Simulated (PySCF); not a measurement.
**Correlation energy of O (oxygen, neutral)**

[He] 2s2 2p4, high-spin 3P determinant. All numbers are calculated (PySCF 2.14, the non-relativistic Hamiltonian (point nucleus), in def2-SVP (3s2p1d, 14 functions)). Frozen: 1s2; 6 electrons correlated.

MP2 pair energies summed by pair of shells (mhartree):

```json
{"pair": "2p-2p", "energy": "-49.33", "share (%)": "48.7"}
{"pair": "2s-2p", "energy": "-44.41", "share (%)": "43.8"}
{"pair": "2s-2s", "energy": "-7.56", "share (%)": "7.5"}
```

Total MP2 correlation energy: -101.30 mhartree.

Same-spin part -25.84 and opposite-spin part -75.46 mhartree; SCS-MP2 scales them by 1/3 and 6/5 to -99.17 mhartree.

```csv
level,correlation energy (mhartree)
CCSD,-116.54
(T),-0.83
CCSD(T),-117.37
```

Diagnostics: T1 = 0.0034, D1 = 0.0067, largest double amplitude 0.054.

Q: Is a single reference adequate?

A: Yes: T1 lies below 0.03 and no double amplitude reaches 0.07.
